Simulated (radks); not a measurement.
Q: Pr+, configuration [Xe] 4f3 6s1 (the NIST ground configuration). Calculated with a radial shooting solver on a logarithmic mesh with Libxc functionals: scalar-relativistic Kohn-Sham, Slater X-alpha with alpha = 0.622, spin-polarised, spherical densities, finite nucleus; open shells are filled with parallel spins first (spin-orbit coupling, left out, can overturn this in heavy ions); Fermi nuclear charge, rms radius 4.8919 fm. Some entries of the table are withheld. Estimate them.

| orbital | occ. | eigenvalue (eV) | <r> (bohr) |
|---|---|---|---|
| 1s up | 1 | -41735.41 | 0.02412 |
| 1s down | 1 | -41735.40 | 0.02412 |
| 2s up | 1 | -6712.447 | 0.1032 |
| 2s down | 1 | -6712.428 | 0.1032 |
| 2p up | 3 | -6008.255 | 0.09064 |
| 2p down | 3 | -6008.241 | 0.09064 |
| 3s up | 1 | -1449.056 | 0.2731 |
| 3s down | 1 | -1448.330 | 0.2730 |
| 3p up | 3 | -1226.121 | 0.2711 |
| 3p down | 3 | -1225.401 | 0.2710 |
| 3d up | 5 | -912.0706 | 0.2481 |
| 3d down | 5 | -911.5025 | 0.2480 |
| 4s up | 1 | -290.9802 | 0.6239 |
| 4s down | 1 | -288.9597 | 0.6236 |
| 4p up | 3 | -218.1905 | 0.6613 |
| 4p down | 3 | -216.1426 | 0.6610 |
| 4d up | 5 | -114.1276 | 0.7302 |
| 4d down | 5 | -112.0507 | 0.7300 |
| 5s up | 1 | -43.6521 | 1.508 |
| 5s down | 1 | -42.0960 | 1.516 |
| 5p up | 3 | (1) | (2) |
| 5p down | 3 | (3) | (4) |
| 6s up | 1 | -7.8367 | 4.115 |
| 6s down | 0 | -6.0469 | 4.161 |
| 4f up | 3 | -5.7671 | 1.215 |
| 4f down | 0 | -3.8765 | 1.245 |

A: 
(1) 5p up eigenvalue (eV): -26.0853
(2) 5p up <r> (bohr): 1.773
(3) 5p down eigenvalue (eV): -24.7318
(4) 5p down <r> (bohr): 1.780
